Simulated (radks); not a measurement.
Results of a calculation; reference values are marked as such.
Problem. All-electron atom: Ni I in [Ar] 3d8 4s2. Level of theory: scalar-relativistic Kohn-Sham, LB94 model potential, spin-unpolarised, spherical densities, finite nucleus; Fermi nuclear charge, rms radius 3.7757 fm (a radial shooting solver on a logarithmic mesh with Libxc functionals). Some entries of the table are withheld. Estimate them.

| orbital | occ. | eigenvalue (hartree) | <1/r> (bohr^-1) |
|---|---|---|---|
| 1s | 2 | (1) | 28.13 |
| 2s | 2 | -36.87480 | 6.075 |
| 2p | 6 | (2) | (3) |
| 3s | 2 | (4) | 1.906 |
| 3p | 6 | -2.84398 | 1.765 |
| 3d | 8 | (5) | 1.388 |
| 4s | 2 | -0.36459 | (6) |

Solution. 
(1) 1s eigenvalue (hartree): -304.5924
(2) 2p eigenvalue (hartree): -31.85750
(3) 2p <1/r> (bohr^-1): 5.983
(4) 3s eigenvalue (hartree): -4.28557
(5) 3d eigenvalue (hartree): -0.56342
(6) 4s <1/r> (bohr^-1): 0.4993
